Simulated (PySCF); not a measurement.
Frontier orbitals and the lowest excitations

Species: C6H13P.
Numbering: `[CH2:1]=[C:2]([CH3:3])[PH:4][CH2:5][CH2:6][CH3:7]` (hydrogens: H8, H9 on C1; H10, H11, H12 on C3; H13 on P4; H14, H15 on C5; H16, H17 on C6; H18, H19, H20 on C7)

Geometry (GFN2-xTB, Å), atoms numbered from 1 in this order:
```xyz
20
C6H13P angstrom
C     -1.9605    1.5569   -0.2013
C     -2.0111    0.2322   -0.2108
C     -3.1808   -0.5318   -0.7537
P     -0.7320   -0.8222    0.5723
C      0.8092    0.1593    0.2187
C      2.0482   -0.7267    0.3111
C      3.3252    0.0758    0.0931
H     -2.7561    2.1535   -0.6199
H     -1.1324    2.1017    0.2193
H     -3.9658    0.1420   -1.0901
H     -3.5830   -1.1906    0.0161
H     -2.8705   -1.1568   -1.5915
H     -0.6020   -1.6674   -0.5414
H      0.8749    0.9560    0.9659
H      0.7360    0.6212   -0.7697
H      1.9834   -1.5199   -0.4384
H      2.0783   -1.2050    1.2933
H      3.4259    0.8477    0.8534
H      4.1973   -0.5722    0.1439
H      3.3107    0.5570   -0.8830
```

Level of theory: TDDFT wB97X-D/def2-SVPD, vertical, gas phase, core orbitals frozen in the response (PySCF 2.14.0, density-fitted response routines).

Kohn–Sham orbitals with the atoms that hold most of them (Löwdin shares over 4%, at most four atoms; ? is withheld):

```json
{"orbital": "HOMO-3", "ε (eV)": "-11.38", "atoms": "C6 18%, C5 17%, P4 11%, H16 10%"}
{"orbital": "HOMO-2", "ε (eV)": "-10.55", "atoms": "P4 20%, C5 19%, C2 14%, C7 10%"}
{"orbital": "HOMO-1", "ε (eV)": "-9.77", "atoms": "C2 28%, C1 21%, P4 20%, C3 8%"}
{"orbital": "HOMO", "ε (eV)": "?", "atoms": "?"}
{"orbital": "LUMO", "ε (eV)": "1.91", "atoms": "?"}
{"orbital": "LUMO+1", "ε (eV)": "2.18", "atoms": "P4 18%, C5 10%, C1 10%, H13 10%"}
{"orbital": "LUMO+2", "ε (eV)": "2.53", "atoms": "C3 21%, P4 12%, H11 9%, C1 8%"}
```

Give the leading atoms of the HOMO.

P4 (bonded to 2 C and H) 44%; C1 (bonded to C and 2 H) 18%; C2 (bonded to 2 C and P) 17%; C5 (bonded to C, P and 2 H) 8%. By element: phosphorus 44%, carbon 42% or more.

Which atoms hold the LUMO, and with what shares?

C2 (bonded to 2 C and P) 28%; C1 (bonded to C and 2 H) 27%; P4 (bonded to 2 C and H) 12%; H8 (bonded to C) 6%. By element: carbon 56% or more, phosphorus 12%, hydrogen 6% or more.

What is the HOMO energy, and the HOMO–LUMO gap?

ε(HOMO) = -8.36 eV; the gap is 10.27 eV (0.3773 hartree).

How does S1 compare with the orbital gap of 10.27 eV?

S1 is at 6.10 eV (f = 0.207), 4.17 eV below the gap, made of HOMO→LUMO (91%). 

Give energy, strength and leading configuration of S1 and S2, and follow the Löwdin shares of the leading atoms from the occupied to the empty orbital.

- S1 (6.10 eV, f 0.207), HOMO→LUMO (91%): P4 44% → 12%, C1 18% → 27%, C2 17% → 28%
- S2 (6.31 eV, f 0.046), HOMO→LUMO+1 (72%): P4 44% → 18%, C1 18% → 10%, C5 8% → 10%

Hardware: one thread of an Arm Neoverse V1 (shared host). Cost: 57 s wall, 1.1 GiB resident at most.

One conformer stands for the species.
